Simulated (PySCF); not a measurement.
Point-charge models of `C=C[S@](=O)CC1CCC1` against its computed dipole.

Coordinates (GFN2-xTB, Å) and charges (e) from the PBE0/pcSseg-1 density (PySCF):

| atom | x | y | z | Mulliken | IAO | Hirshfeld | ESP-fitted |
| --- | --- | --- | --- | --- | --- | --- | --- |
| C1 | 3.945 | 0.079 | 0.194 | -0.1077 | -0.2999 | -0.0877 | -0.2871 |
| C2 | 2.923 | -0.700 | 0.473 | -0.3806 | -0.3294 | -0.0752 | -0.0994 |
| S3 | 1.531 | -0.829 | -0.689 | +0.6824 | +1.0941 | +0.3393 | +0.2647 |
| O4 | 1.833 | 0.084 | -1.791 | -0.6186 | -0.9053 | -0.3473 | -0.4220 |
| C5 | 0.373 | 0.100 | 0.443 | -0.2768 | -0.3932 | -0.0838 | -0.6572 |
| C6 | -0.898 | 0.384 | -0.322 | -0.3739 | -0.1168 | -0.0294 | +0.5987 |
| C7 | -2.061 | 1.010 | 0.472 | -0.1249 | -0.2656 | -0.0687 | -0.3618 |
| C8 | -3.000 | -0.076 | -0.074 | -0.2306 | -0.2640 | -0.0694 | +0.1152 |
| C9 | -1.788 | -0.830 | -0.641 | -0.1465 | -0.2738 | -0.0767 | -0.3914 |
| H10 | 3.932 | 0.649 | -0.722 | +0.1491 | +0.1741 | +0.0466 | +0.1882 |
| H11 | 4.804 | 0.189 | 0.834 | +0.1332 | +0.1651 | +0.0586 | +0.1430 |
| H12 | 2.832 | -1.325 | 1.346 | +0.1354 | +0.1581 | +0.0492 | +0.1356 |
| H13 | 0.194 | -0.540 | 1.306 | +0.1330 | +0.1395 | +0.0402 | +0.2249 |
| H14 | 0.868 | 1.020 | 0.751 | +0.1667 | +0.1537 | +0.0415 | +0.1958 |
| H15 | -0.647 | 0.957 | -1.217 | +0.1439 | +0.1499 | +0.0381 | -0.0176 |
| H16 | -1.913 | 0.946 | 1.548 | +0.1068 | +0.1312 | +0.0369 | +0.0886 |
| H17 | -2.314 | 2.036 | 0.212 | +0.1279 | +0.1384 | +0.0396 | +0.0705 |
| H18 | -3.585 | -0.611 | 0.671 | +0.1194 | +0.1349 | +0.0370 | +0.0089 |
| H19 | -3.670 | 0.294 | -0.847 | +0.1217 | +0.1392 | +0.0407 | +0.0104 |
| H20 | -1.521 | -1.712 | -0.060 | +0.1061 | +0.1285 | +0.0320 | +0.0958 |
| H21 | -1.847 | -1.109 | -1.690 | +0.1341 | +0.1414 | +0.0388 | +0.0964 |

Question: Form Σ q r in debye for every column and set it beside the full dipole.

Answer: The full density gives (-0.80, -0.50, 3.21) D, 3.35 D in size; dipole vectors point from the negative to the positive end.

| scheme | μx | μy | μz | size (D) | share of the full size (%) | angle to the full dipole (°) |
| --- | --- | --- | --- | --- | --- | --- |
| Mulliken | -1.35 | -1.66 | 3.52 | 4.12 | 123 | 17 |
| IAO | -1.81 | -3.53 | 4.25 | 5.81 | 174 | 30 |
| Hirshfeld | -0.68 | -1.18 | 2.10 | 2.50 | 75 | 20 |
| ESP-fitted | -0.79 | -0.52 | 3.20 | 3.34 | 100 | 0 |

Question: Which set comes closest?

Answer: Length of the difference vector: ESP-fitted 0.02 D, Hirshfeld 1.31 D, Mulliken 1.32 D, IAO 3.35 D. Closest: ESP-fitted. ESP charges are fitted to the potential around the molecule, whose slowest-falling term is the dipole's. 

Question: What is left for the Hirshfeld atoms' own dipoles?

Answer: The Hirshfeld atoms' densities add up to the full density, so μ = Σ q r + Σ (atomic dipoles). The atomic dipoles sum to (-0.80, -0.50, 3.21) − (-0.68, -1.18, 2.10) = (-0.12, 0.68, 1.11) D, 1.31 D in size.

Question: With the origin at the mean of the coordinates, (0.000, 0.001, 0.009) Å, which are the largest single terms, by size, of the IAO dipole along the direction of the full one?

Answer: O4 +9.46, S3 -4.78, H10 -1.45, H16 +1.13, C1 +1.11 D; all 21 atoms together +5.04 D. The single terms depend on the origin, their sum doesn't.

Question: Give the size of the full dipole in other units.

Answer: 3.35 D = 1.318 au = 0.697 e·Å = 11.17 × 10⁻³⁰ C·m.

Geometry: GFN2-xTB, one conformer, isolated molecule.

These values come from a run that also computed NMR shieldings. On one thread, Arm Neoverse N1, shared host, this took 75 s wall.

Shape of the structure used: `[CH2:1]=[CH:2][S@:3](=[O:4])[CH2:5][CH:6]1[CH2:7][CH2:8][CH2:9]1`: C1–C2–S3–O4 -2°, C2–S3–C5–C6 171°, S3–C5–C6–C7 173°.
